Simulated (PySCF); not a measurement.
ZrF3, SMILES [Zr+]([F])([F])[F], charge +1, multiplicity 1. The structure is a stationary point at B3LYP-D3(BJ)/def2-TZVP. The spin state was assumed, not searched. The isomer is the one that the SMILES or the coordinates give; other isomers of the formula were not compared. The def2 effective core potentials stand for the cores of Zr; spin–orbit coupling is left out.

The numbers are results of B3LYP-D3(BJ)/def2-TZVP in PySCF, not measurements.

Harmonic wavenumbers (cm⁻¹): 136, 179, 179, 750, 755, 755. Rotational constants (GHz): 5.069, 5.069, 2.900; symmetry number 3.

Work out the zero-point energy and the ideal-gas rigid-rotor harmonic-oscillator thermochemistry at 298.15 K and 1 atm.

ZPE = ½ Σ hcν = ½ × 2756 cm⁻¹ = 16.48 kJ/mol. H − E(el) = 32.00 kJ/mol. Entropy in J/(mol K): translation 171.09, rotation 99.10, vibration 34.60, total 304.79. G − E(el) = -58.87 kJ/mol. Cp = 66.07 J/(mol K). Modes under 150 cm⁻¹ make the vibrational entropy uncertain.
